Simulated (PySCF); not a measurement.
# PmH₃, valence singlet (4f shell in the core): structure and spectrum

Level of theory: PBE0 in PySCF with Pm lcecp-1-TZVP with ECP50, H def2-TZVP; scalar-relativistic core potentials, no spin–orbit coupling; density-fitted integrals.

The structure is a saddle point with 1 imaginary mode.

| Item | Value |
| --- | --- |
| Point group | D3h |
| Bond lengths | Pm–H 2.063 Å (×3) |
| Bond angles | H–Pm–H 120.0° (×3) |
| Rotational constants | 2.619, 2.619, 1.31 cm⁻¹ |
| Principal quadrupole moments (Buckingham, traceless) about the centre of mass | -9.49, -9.49, 18.98 D Å |
| Dipole moment | 0.00 D |
| Highest occupied level | -6.78 eV |
| Principal polarisabilities | 36.2, 61.2, 61.2 bohr³ |
| Zero-point energy (real modes) | 32.3 kJ/mol |
| Lowest empty level | -2.16 eV |

Harmonic modes (masses in u: Pm 144.913, H 1.008):
```
symmetry  ω (cm⁻¹)  IR (km/mol, summed over degenerate members)     type
    a2''      259i                                            –     bend
      e'       600                                          206     bend
      e'      1380                                         2099  stretch
     a1'      1448                                          0.0  stretch
```

In D3h the vibrations span a2'' + 2e' + a1'. The a1' mode carries no infrared intensity, as symmetry demands.

Charges (e):
```tsv
atom	Mulliken	Löwdin	polar tensor	Mayer order to Pm1
Pm1	0.88	0.64	1.71	–
H2,3,4	-0.29	-0.21	-0.57	0.91
```

Mulliken populations on Pm1 (electrons outside its core potential): s 2.50, p 6.34, d 1.26, f 0.03.

This need not be the most stable arrangement of these atoms. At this level a valence singlet (4f shell in the core) minimum of C3v symmetry lies 6 kJ/mol below this structure. The 4f shell sits in the core potential, so its spin is not counted.

The final relaxation and frequency run took 7.7 s on 2 threads of a shared Arm Neoverse V1 host, with 65 basis functions and 6 gradients; the process peaked at 0.82 GiB.
